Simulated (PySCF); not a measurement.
SMILES [OH][Al]([OH])[CH2]C[SiH2]C, GFN2-xTB optimised geometry.

```
18

Si    -0.91    -0.19     0.00
C      0.99    -0.19     0.00
C     -1.56    -1.09     1.54
C     -1.12    -0.42     2.85
Al    -1.80    -1.35     4.49
O     -2.70    -2.72     4.30
O     -1.39    -0.68     5.94
H     -1.40    -0.87    -1.21
H     -1.39     1.20     0.00
H      1.40     0.37     0.84
H      1.38     0.27    -0.91
H      1.39    -1.20     0.06
H     -2.65    -1.13     1.51
H     -1.22    -2.13     1.54
H     -0.02    -0.38     2.89
H     -1.44     0.62     2.86
H     -3.21    -3.50     4.17
H     -1.19    -0.32     6.79
```

Density from PBE0/def2-SVP (PySCF) at that geometry.

Minimum of the electron density along straight lines between bonded atoms, close to the bond critical point (lines longer than 1.1 times the sum of covalent radii, or with two minima, are not listed):

| bond | length / Å | ρ at the minimum / e bohr⁻³ | ∇²ρ there / e bohr⁻⁵ | position (fraction from the first atom) |
|---|---|---|---|---|
| Si1–C2 | 1.900 | 0.110 | 0.32 | 0.38 |
| Si1–C3 | 1.905 | 0.112 | 0.31 | 0.38 |
| C3–C4 | 1.529 | ___ | -0.50 | 0.50 |
| C4–Al5 | 2.012 | ___ | 0.28 | 0.61 |
| Al5–O6 | 1.647 | 0.102 | 1.04 | 0.44 |
| Al5–O7 | 1.648 | 0.102 | 1.03 | 0.44 |
| Si1–H8 | 1.471 | 0.115 | 0.33 | 0.49 |
| Si1–H9 | 1.471 | 0.115 | 0.32 | 0.49 |
| C2–H10 | 1.086 | 0.271 | -0.97 | 0.62 |
| C2–H11 | 1.086 | 0.272 | -0.97 | 0.62 |
| C2–H12 | 1.087 | 0.271 | -0.96 | 0.62 |
| C3–H13 | 1.091 | 0.272 | -0.96 | 0.62 |
| C3–H14 | 1.091 | 0.271 | -0.95 | 0.62 |
| C4–H15 | 1.093 | 0.268 | -0.93 | 0.62 |
| C4–H16 | 1.093 | 0.268 | -0.93 | 0.62 |
| O6–H17 | 0.945 | 0.363 | -2.58 | 0.82 |
| O7–H18 | 0.945 | 0.363 | -2.58 | 0.82 |

Complete the blanks.


- C3–C4, ρ at the minimum / e bohr⁻³: 0.235
- C4–Al5, ρ at the minimum / e bohr⁻³: 0.078
